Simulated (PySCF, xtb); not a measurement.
GeCl2, SMILES [Cl][Ge][Cl] (connectivity only; charge and spin as stated), neutral, multiplicity 1.

GFN2-xTB in xtb 6.7.1 at its own geometry gives an orbital gap of 3.77 eV and a dipole moment of 2.70 D.

Coordinates come from a PBE0-D3(BJ)/def2-TZVP optimisation. The isomer is the one that the SMILES or the coordinates give; other isomers of the formula were not compared.

### Question
What does PBE/def2-TZVPD in PySCF give? (The exact figures need the calculation; the answer reports its results.)

### Answer
gap 3.21 eV (levels -7.07 and -3.86 eV), dipole 1.84 D.
